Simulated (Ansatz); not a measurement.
A structure relaxed at PBE0-D4/def2-TZVP, charge 0, multiplicity 1:

```xyz
12

F     2.1588   -1.0564    0.9339
C     1.0399   -1.3693    0.1909
O     0.7505   -0.3570   -0.6898
C     0.1811    0.7979   -0.1141
C    -1.3142    0.8007   -0.3197
F    -1.8211    1.9753    0.1264
F    -1.8911   -0.1961    0.4022
H     1.2669   -2.2553   -0.4034
H     0.2281   -1.5513    0.9021
H     0.6032    1.6702   -0.6170
H     0.4004    0.8771    0.9549
H    -1.6027    0.6642   -1.3665
```

Question: Give its formula and SMILES.

Answer: C3H5F3O, `FCOCC(F)F`.

Question: Summarise the bond lengths by kind.

Answer: 3 × C–F 1.355 to 1.379 Å; 2 × C–O 1.373 to 1.410 Å; 5 × C–H 1.091 to 1.095 Å; 1 × C–C 1.509 Å.

All numbers were calculated with Ansatz.
